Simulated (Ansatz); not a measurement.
Si(F)4(OH2)2 (F₄H₄O₂Si), SMILES O->[Si](<-O)(F)(F)(F)F (connectivity only; charge and spin as stated), neutral, multiplicity 1.

Coordinates come from a PBE0-D3(BJ)/def2-SVP optimisation. One conformer was computed; it need not be the lowest.

Two levels are set side by side: PBE/def2-SVPD (Ansatz, a quantum-chemistry and plane-wave program) and ωB97X-V/def2-SVPD (Ansatz). Energy differences of separate SCF runs at the same geometry; the states with an electron removed or added have multiplicity 2 and 2. Differences are taken from unrounded values.

```json
[
 {"quantity": "vertical ionisation energy (eV)", "ωB97X-V": "13.35", "PBE": "11.74", "PBE minus ωB97X-V": "-1.61"},
 {"quantity": "vertical singlet–triplet gap (eV)", "ωB97X-V": "9.25", "PBE": "7.54", "PBE minus ωB97X-V": "-1.71"}
]
```
